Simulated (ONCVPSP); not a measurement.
**Reading a pseudo-wave (beryllium (Be))**

Columns: radius, all-electron u(r) and pseudo u(r) of the 2s shell (level -17.92 eV) of beryllium in the configuration [He] 2s0.5; LDA (Perdew-Wang 92), scalar-relativistic, ONCV scheme, ONCVPSP 4.0.1.

```
r (bohr)  all-electron  pseudo
   0.085       -0.2194  0.0304
   0.170       -0.3039  0.0603
   0.255       -0.3055  0.0901
   0.340       -0.2574  0.1212
   0.425       -0.1807  0.1549
   0.510       -0.0891  0.1919
   0.595        0.0081  0.2317
   0.680        0.1051  0.2730
   0.765        0.1981  0.3147
   0.850        0.2845  0.3569
   0.935        0.3631  0.4006
   1.020        0.4332  0.4469
   1.105        0.4945  0.4952
   1.190        0.5472  0.5433
   1.275        0.5914  0.5879
   1.360        0.6278  0.6261
   1.445        0.6566  0.6562
   1.530        0.6784  0.6784
   1.615        0.6939  0.6939
   1.700        0.7036  0.7036
   1.785        0.7081  0.7081
   1.870        0.7078  0.7078
   1.955        0.7034  0.7034
   2.040        0.6954  0.6954
   2.125        0.6843  0.6843
   2.210        0.6705  0.6705
```

(1) How many radial nodes do the two functions have?

(2) At about which radius was the pseudo-wave matched?

(3) Where does each function peak?

(4) Is the pseudo-wave norm-conserving?

## Answers

(1) The all-electron 2s function has n − l − 1 = 1; the pseudo-wave has 0, since the states of the same l below it are removed with the core.

(2) 1.60 bohr. The columns agree to 0.0005 from 1.45 bohr on; several derivatives are matched, so the curves merge somewhat inside the radius.

(3) Outermost all-electron maximum near 1.78 bohr, pseudo maximum near 1.78 bohr (to the table’s step).

(4) Yes: the ONCV scheme keeps the norm inside the radius equal to the all-electron one, which fixes the energy derivative of the logarithmic derivative at the level.
